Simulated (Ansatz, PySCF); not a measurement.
Molecule: C5H3O2, charge 0, multiplicity 2. It need not be the lowest isomer of its formula. 
Geometry from a B3LYP-D3(BJ)/def2-TZVP (Ansatz, a first-principles code) optimisation:
SMILES: c1(C=O)[c]cco1
```xyz
10

C     -1.9481     0.3099     0.2504
C     -1.6083    -1.0139     0.2998
O     -0.2821    -1.1955     0.1272
C      0.2884     0.0558    -0.0445
C     -0.7216     0.9613     0.0307
C      1.7230     0.1104    -0.2497
O      2.3457     1.1349    -0.4121
H     -2.9318     0.7322     0.3573
H     -2.1918    -1.9068     0.4471
H      2.2146    -0.8817    -0.2458
```
Charge 0, spin multiplicity 2.

Dipole moments at this geometry, in debye (magnitudes).

| level | program | dipole (D) |
|---|---|---|
| HF/def2-TZVPD | PySCF | 3.88 |
| SVWN5/def2-TZVPD | Ansatz | 4.36 |
| BLYP/def2-TZVPD | Ansatz | 4.28 |
| revPBE/def2-TZVPD | Ansatz | 4.21 |
| B3LYP/def2-TZVPD | Ansatz | 4.30 |
| PBE0/def2-TZVPD | Ansatz | 4.27 |
| BHLYP/def2-TZVPD | Ansatz | 4.34 |
| r2SCAN0/def2-TZVPD | Ansatz | 4.31 |
| M06-2X/def2-TZVPD | PySCF | 4.17 |
| HSE06/def2-TZVPD | Ansatz | 4.27 |
| CAM-B3LYP/def2-TZVPD | PySCF | 4.26 |
| LC-wPBE/def2-TZVPD | Ansatz | 4.15 |
| wB97X-V/def2-TZVPD | Ansatz | 4.19 |
